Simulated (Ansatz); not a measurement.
```xyz
4

C    -0.0331   -0.0197    0.0319
H     1.0791    0.0023   -0.0487
H    -0.5446    0.9942    0.0021
H    -0.5378   -0.9206    0.0434
```

Basis set: cc-pVDZ (spherical functions). Frozen core: 1 orbital. Charge 0, multiplicity 2.

Computed with Ansatz (development build ahead of 0.2.0); each method stands on the lowest determinant of its kind that the runs found.

The atomization energy at this shape (free ground-state atoms in the same class of orbitals less the molecule, no zero-point energy) of doublet CH₃:

```
method  atomization energy
   UHF            10.19 eV
```

Q: What does UHF-MP2 give?

A: 12.24 eV.
